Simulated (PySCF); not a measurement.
Tl(SH)3 at several levels of theory

Computed with PySCF 2.14.0 (density fitting, no spin-orbit coupling) at the geometry relaxed with PBE0:

```xyz
7
Tl(SH)3 (singlet)
Tl    0.0000    0.0000    0.5274
S     2.4068   -0.5160    0.5271
H     2.7585    0.7896    0.5311
S    -0.7565    2.3423    0.5271
H    -2.0631    1.9942    0.5311
S    -1.6503   -1.8263    0.5271
H    -0.6954   -2.7838    0.5311
```

| level | basis | state | HOMO (eV) | gap (eV) | charge on Tl1 (e) | dipole about the centre of mass (D) | largest force component (eV/Å) |
| --- | --- | --- | --- | --- | --- | --- | --- |
| PBE0 | Tl def2-SVP with ECP60, S def2-SVP, H def2-SVP | singlet | -7.41 | 4.85 | 0.42 | 0.01 | 0.01 |
| PBE0 | Tl def2-TZVP with ECP60, S def2-TZVP, H def2-TZVP | singlet | -7.57 | 4.84 | 0.67 | 0.01 | 0.38 |

Charges are Mulliken's, which hang on the basis. The relaxation used the grid (50, 194), these runs (75, 302) or, all-electron (x2c bases, spin-free X2C Hamiltonian), (99, 590).

Task: A further run in the first row's basis gives HOMO (eV) -6.29, gap (eV) 3.02, charge on Tl1 (e) 0.40, dipole about the centre of mass (D) 0.01, largest force component (eV/Å) 0.36. Which level was it?
A. TPSS
B. PBE

Result: A. The others give HOMO -6.12 eV (PBE).

In the first row's basis the gap widens with exact exchange: 2.8 to 3.0 eV for PBE, TPSS (none); 4.8 eV for PBE0 (a fixed share).
